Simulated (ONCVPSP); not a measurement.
## Se: one change to an ONCV potential, before and after

selenium, optimised norm-conserving Vanderbilt (ONCV), made with ONCVPSP 4.0.1 (LDA (Perdew-Wang 92), scalar-relativistic). Core [Ar] 3d10, reference 4s2 4p3 (charge +1). Waves: 4s: rc 1.45 bohr, ncon 5, nbas 9, qcut 5.1 1/bohr, 2 projectors, debl 1.6 Ha; 4p: rc 1.55 bohr, ncon 3, nbas 6, qcut 4.9 1/bohr, 1 projector. Local part: polynomial inside 1.35 bohr (lpopt 5, dvloc0 0 Ha). Core correction: none.

All-electron outer shells of the reference configuration (LDA (PZ), scalar-relativistic, ld1.x):

```json
{"shell": "3p", "level (eV)": "-163.22", "outermost node (bohr)": "0.21", "outermost maximum (bohr)": "0.50"}
{"shell": "3d", "level (eV)": "-63.88", "outermost node (bohr)": "–", "outermost maximum (bohr)": "0.45"}
{"shell": "4s", "level (eV)": "-27.08", "outermost node (bohr)": "0.70", "outermost maximum (bohr)": "1.49"}
{"shell": "4p", "level (eV)": "-15.59", "outermost node (bohr)": "0.74", "outermost maximum (bohr)": "1.75"}
```

Change: functional PBE.

Cutoffs: the cutoffs (Ha) at which the residual kinetic energy of the hardest occupied pseudo-wave falls to 1 and 0.1 mHa per electron; they do not see the model core or the augmentation charge, which bear on the density cutoff. Errors are all-electron minus pseudo energies relative to the spin-unpolarised reference configuration.

Problem. How do hardness, ghosts and transferability respond?

Solution. The potential gets softer (12 Ha and 78 Ha → 12 Ha and 61 Ha); both files keep a bound ghost (s); of the 4 tests that both files solve, the error grows in 0 and shrinks in 4 by more than 15 % and 0.3 meV (median size 7.1 → 5.7 meV).

| quantity | base | changed |
| --- | --- | --- |
| cutoff, loose | 12 Ha | 12 Ha |
| cutoff, tight | 78 Ha | 61 Ha |
| loose cutoff by channel | s 12 Ha, p 11 Ha | s 12 Ha, p 11 Ha |
| bound ghosts | s | s |
| GHOST(+) flags under 300 eV | none | none |
| error for 4s2 4p4, meV [ΔE -11.00 → -10.85 eV] | +6.4 | +1.0 |
| error for 4s2 4p2, meV [ΔE 20.55 → 20.35 eV] | +7.3 | -6.2 |
| error for 4s2 4p1, meV [ΔE 51.71 → 51.22 eV] | +49 | -26 |
| error for 4s1 4p4, meV [ΔE 11.59 → 11.54 eV] | +6.9 | +5.3 |
| s: phases at 1.47 bohr within 0.05 rad from the reference energy up to (Ha; the scan ends near 5) | to the end of the scan | to the end of the scan |
| p: phases at 1.57 bohr within 0.05 rad from the reference energy up to (Ha; the scan ends near 5) | 1.5 | 1.5 |

 A true bound ghost makes a file unfit for plane-wave use even where its test errors are small: the radial tests pick states by their node count and pass the ghost by.
